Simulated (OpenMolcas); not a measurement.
5d³ along the 71-electron sequence

| Quantity | Value |
| --- | --- |
| Program | OpenMolcas 26.06 |
| Method | SS-CASPT2, IPEA 0.25 Eh, imaginary shift 0.1 Eh |
| Basis | ANO-RCC-VQZP |
| Scalar Hamiltonian | DKH2, point nucleus |
| Spin-orbit coupling | RASSI with atomic mean-field integrals over the reference wave functions, term energies averaged over their components |

Active space for each ion: 3 electrons in 10 orbitals (5d 6d); closed shells correlated by CASPT2: 5s 5p.

Computed levels in cm-1 above ⁴F_3/2:

```tsv
Level	Re4+	Os5+	Ir6+	Pt7+
⁴F_5/2	4980	6330	7980	9890
⁴F_7/2	9150	11340	13930	16750
⁴P_1/2	14400	16880	19560	22140
²G_7/2	19270	22860	27070	31410
²H_9/2	20400	24090	28520	33200
⁴P_5/2	21580	25180	29330	33530
²P_1/2	23770	28750	34160	39590
²H_11/2	27830	32500	37930	43440
²D_5/2(1)	29510	34840	40740	46690
weight of ⁴F in the lowest level (%)	84	82	80	77
```

Mixed levels, with the weight of the term that names them: Re4+ ⁴P_1/2 (62 %), Re4+ ²H_9/2 (55 %), Re4+ ²P_1/2 (62 %), Os5+ ⁴P_1/2 (66 %), Os5+ ²H_9/2 (56 %), Os5+ ²P_1/2 (66 %), Ir6+ ⁴P_1/2 (67 %), Ir6+ ²H_9/2 (55 %), Ir6+ ²P_1/2 (67 %), Pt7+ ⁴P_1/2 (67 %), Pt7+ ²G_7/2 (75 %), Pt7+ ²H_9/2 (54 %), Pt7+ ²P_1/2 (67 %).

Measured, with the error of the calculation in %. Measured levels: Re4+ from the list in Brasseur, Gamrath and Quinet, At. Data Nucl. Data Tables 157, 101636 (2024); Os5+ from the list in Brasseur, Palmeri and Quinet, Atoms 13, 11 (2025).

```
    Level          Re4+          Os5+
   ⁴F_5/2   4853 (+2.7)   6397 (-1.0)
   ⁴F_7/2   8973 (+1.9)  11444 (-0.9)
   ⁴P_1/2  14325 (+0.6)  16772 (+0.6)
   ²G_7/2  19013 (+1.3)  22920 (-0.3)
   ²H_9/2  19967 (+2.2)  24028 (+0.3)
   ⁴P_5/2  20922 (+3.1)  24828 (+1.4)
   ²P_1/2  23669 (+0.4)  28860 (-0.4)
  ²H_11/2  27077 (+2.8)  32156 (+1.1)
²D_5/2(1)  28739 (+2.7)  34418 (+1.2)
```

The fine-structure level ⁴F_7/2 changes by a factor of 1.83 from Re4+ to Pt7+. Its fourth root runs 9.78, 10.32, 10.86, 11.38, with steps per unit of Z of 0.54, 0.54, 0.51; equal steps would mean a (Z - σ)^4 law with constant σ.

⁴P_1/2 changes by a factor of 1.54 over the same range, with steps per unit of Z of +2480, +2680, +2580 cm-1.

Term energies are means over components that CASPT2 splits; among the terms shown or strongly mixed into the levels shown the widest spread is 400 cm-1 (5d³ ⁴F, Re4+). Active for correlation alone: 6d; no level in the range computed is led by a configuration that fills it, so any true level of that kind is missing. Measured partners are found by configuration, term and J. A level has none where our copy of the source lacks it or the pairing is in doubt (some pairs that miss far off the trend of their configuration count as doubtful), and it then counts in no deviation. Levels of configurations outside the active space are missing.

A number in round brackets counts repeated terms of one configuration in the order of the reference energies.
